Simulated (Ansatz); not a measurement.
Born–Oppenheimer molecular dynamics of ClH₅W (7 atoms, charge 0, multiplicity 1). It starts from a relaxed structure.

The calculation used RKS B3LYP/def2-SVP in Ansatz 0.2.0.

```json
{
  "ensemble": "NVE (Milne-controlled integrator)",
  "time step": "0.5 fs",
  "steps asked": "100",
  "starting velocities drawn for": "700 K",
  "masses": "H 2.014 u",
  "seed": "940965"
}
```

First frame:

```xyz
7
Properties=species:S:1:pos:R:3
W 0.519 0.000 0.000
H -0.384 0.000 1.423
Cl 2.864 0.000 0.000
H -0.384 1.423 0.000
H -1.178 0.000 0.000
H -0.384 -1.423 0.000
H -0.384 0.000 -1.423
```

Problem. How far do the bonds stretch over the last three quarters of this one trajectory? (Pairs bonded in most of those frames.)

Solution. 
| bond | mean (Å) | spread (Å) | shortest | longest |
| --- | --- | --- | --- | --- |
| W1–H2 | 1.688 | 0.027 | 1.65 | 1.72 |
| W1–Cl3 | 2.308 | 0.030 | 2.28 | 2.37 |
| W1–H4 | 1.690 | 0.032 | 1.62 | 1.73 |
| W1–H5 | 1.699 | 0.041 | 1.64 | 1.77 |
| W1–H6 | 1.709 | 0.009 | 1.70 | 1.73 |
| W1–H7 | 1.696 | 0.017 | 1.67 | 1.72 |

Mean temperature of the second half: 431 K. The conserved energy stayed within 0.0016 meV per atom of its start (net change -0.00057 meV per atom), so the integration is sound. A run of 0.05 ps of so small a system gives no equilibrium averages.

Time of the run: 5.8 min on 1 thread of Arm Neoverse V1, on a shared host, peak memory 0.14 GiB.
